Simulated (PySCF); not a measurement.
Computed IR spectrum (relative IR intensity) of a molecule C₃H₆FNSi. Geometry optimised at PBE-D3(BJ)/def2-SVP. Other conformers were not sampled. Calculation: PBE-D3(BJ)/def2-SVP run with PySCF. Frequencies are harmonic and unscaled.

Lines under 2 % of the strongest are left out, and lines within 2 cm⁻¹ are merged.

```tsv
ν (cm⁻¹)	relative intensity
269	3.4
373	3.2
404	5.1
476	13
583	2.7
633	7.8
649	32
721	5.3
766	11
825	22
841	4.0
900	34
919	78
1000	53
1056	58
1110	24
1133	100
1276	27
1315	36
1369	13
1617	20
2156	79
2173	88
2936	23
3038	20
```

### Question
Which structure fits?
(A) C=C/C=N/[SiH2]F
(B) C=C/N=C/[SiH2]F
(C) NC=C=C[SiH2]F
(D) F[C@H]1C[SiH2]C=N1

### Answer
D, F[C@H]1C[SiH2]C=N1
